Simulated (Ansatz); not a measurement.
Reaction (formal exchange of groups at a Te–Ga bond): `[CH3][Ga]([F])[TeH]` + `CC[SiH3]` → `CC[SiH2][TeH]` + `[CH3][GaH][F]`

Calculated with Ansatz (gas phase, PBE0-D4/def2-TZVP geometries, no zero-point term in ΔE). CCSD(T)/CBS adds triple-zeta CCSD(T) − MP2 to the extrapolated MP2 energy (def2 sets, frozen cores). Functionals use def2-TZVPP. B3LYP here is the variant with VWN-RPA as its local correlation; programs differ in this. def2 core potentials past Kr. For Ga, Te outer-core shells are correlated without core-valence functions, which leaves a few kJ/mol of doubt a bond. Scalar relativity is left out up to krypton. Each species was taken in one conformer, which may not be the lowest.

`[CH3][Ga]([F])[TeH]`:

Cartesian coordinates in Å:
```
C -1.162 -0.401 -0.320
Ga 0.763 -0.373 -0.003
F 1.666 -1.846 -0.359
Te 2.300 1.420 0.847
H -1.348 -0.572 -1.383
H -1.627 0.537 -0.019
H -1.607 -1.224 0.241
H 1.015 2.459 0.996
```

`CC[SiH3]`:

Cartesian coordinates in Å:
```
C -0.322 1.357 -0.272
C 0.645 0.259 0.161
Si -0.119 -1.455 0.151
H 0.152 2.341 -0.255
H -1.195 1.402 0.386
H -0.690 1.187 -1.287
H 1.022 0.457 1.170
H 1.524 0.243 -0.492
H -0.596 -1.801 -1.217
H -1.288 -1.507 1.073
H 0.867 -2.483 0.581
```

`CC[SiH2][TeH]`:

Cartesian coordinates in Å:
```
C 1.005 -0.087 -1.252
C 0.485 -0.760 0.012
Si -1.196 -0.150 0.574
Te -1.224 2.301 1.072
H 1.104 0.992 -1.110
H 1.985 -0.478 -1.537
H 0.328 -0.245 -2.095
H 0.394 -1.844 -0.134
H 1.187 -0.624 0.841
H -2.204 -0.296 -0.511
H -1.652 -0.907 1.770
H -0.214 2.097 2.371
```

`[CH3][GaH][F]`:

Cartesian coordinates in Å:
```
C 0.280 -0.339 0.821
Ga -0.389 0.471 -0.821
F 0.365 -0.154 -2.292
H -0.326 -1.215 1.067
H 1.310 -0.671 0.682
H 0.228 0.352 1.663
H -1.469 1.555 -1.120
```

| level | ΔE (kcal/mol) | difference from CCSD(T)/CBS |
| --- | --- | --- |
| PBE-D4 | 11.8 | -0.7 |
| B3LYP-D4 | 12.9 | 0.4 |
| r2SCAN | 12.9 | 0.4 |
| B3LYP | 13.9 | 1.4 |
| SCS-MP2/def2-TZVPP | 13.2 | 0.7 |
| CCSD(T)/def2-TZVPP | 13.2 | 0.7 |
| SCS-MP2/def2-QZVPP | 12.7 | 0.2 |
| HF/CBS(def2) | 14.6 | 2.1 |
| MP2/CBS(def2) | 12.1 | -0.4 |
| CCSD/CBS(def2) | 12.6 | 0.1 |
| CCSD(T)/CBS | 12.5 | 0 |

Largest T1 diagnostic among the species: 0.013.

In def2-TZVPP, CCSD(T) changes the Hartree–Fock value by −1.7 kcal/mol (the triples alone add −0.1 kcal/mol) and MP2 by −2.1 kcal/mol. The D4 term adds −1.1 kcal/mol with B3LYP and −0.6 kcal/mol with PBE0; it sums over pairs of atoms, weighted by their polarisabilities, and B3LYP, whose exchange is more repulsive, gets the larger term.

CCSD(T)/CBS has its own doubt, a few kJ/mol and more with outer-core shells, so smaller differences from it don't rank the levels.
